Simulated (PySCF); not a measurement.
**Assigning NMR signals**

Bonds (- single, = double, # triple, : aromatic): C1-Si2, Si2-Si3, Si3-Si4, Si4-C5, Si4-Si6, Si6-N7, Si6-P8, Si6-Si2. C1 carries H9, H10, H11; Si2 carries H12; Si3 carries H13, H14; Si4 carries H15; C5 carries H16, H17, H18; N7 carries H19, H20; P8 carries H21, H22. Stereochemistry as in C[Si@@H]1[SiH2][Si@H](C)[Si@]1(N)P. H13 is cis to C1 on the ring; H14 is trans to C1 on the ring.

One averaged value for each set of equivalent atoms, one computed conformer, non-relativistic Hamiltonian, no solvent model. Shieldings: GIAO PBE0/pcSseg-1; GFN2-xTB geometry; PySCF 2.14.0 with density-fitted response routines.

Shifts are taken against calculated references (same method and geometry level): TMS for ¹H (31.72 ppm).

Task: Assign these signals to the numbered atoms. ¹H NMR (400 MHz, computed): δ 4.72 (m, 2H), 4.17 (m, 1H), 3.93 (m, 1H), 1.35 (m, 2H), 0.30 (d, 6H), 0.13 (br s, 2H).

Result: 
```tsv
δ (ppm)	atoms	environment	reason
4.72	H12/H15	hydrogen on a silicon bonded to C, 2 Si, in a 4-membered ring	–
4.17	H14	hydrogen on a silicon bonded to 2 Si, in a 4-membered ring	–
3.93	H13	hydrogen on a silicon bonded to 2 Si, in a 4-membered ring	–
1.35	H21/H22	hydrogen on a phosphorus bonded to Si	–
0.30	H9/H10/H11/H16/H17/H18	hydrogen on a methyl carbon bonded to Si	an electropositive neighbour shields it, as in TMS itself
0.13	H19/H20	hydrogen on a nitrogen bonded to Si	labile proton, position sensitive to the medium
```

The OH or NH signal is concentration- and solvent-dependent in practice; the value given is the gas-phase one. No couplings were computed; multiplicities are counted from neighbouring protons, with m where these are inequivalent, close in shift, in a saturated or five-membered ring or joined by F or P, and br s for small geminal =CH2 splittings.
